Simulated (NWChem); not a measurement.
System: AsH, triplet; SMILES [AsH]

Computed with NWChem. Spin-unrestricted. No stability test was run on the SCF state. Each level has its own optimisation; frequencies are unscaled.

```tsv
level	r As–H (Å)	highest harmonic frequency (cm⁻¹)	zero-point energy (kcal/mol)	dipole (D)
UHF/STO-3G	1.465	2602	3.7	0.73
B3LYP/3-21G	(withheld)	(withheld)	2.8	0.34
LDA (Slater exchange, VWN5)/def2-SVP	1.546	2118	3.0	0.33
PBE0-D3(BJ)/def2-TZVP	1.531	2179	3.1	0.22
```

Task: Complete the blanks.

Result: 
- B3LYP/3-21G, r As–H (Å): 1.558
- B3LYP/3-21G, highest harmonic frequency (cm⁻¹): 1988
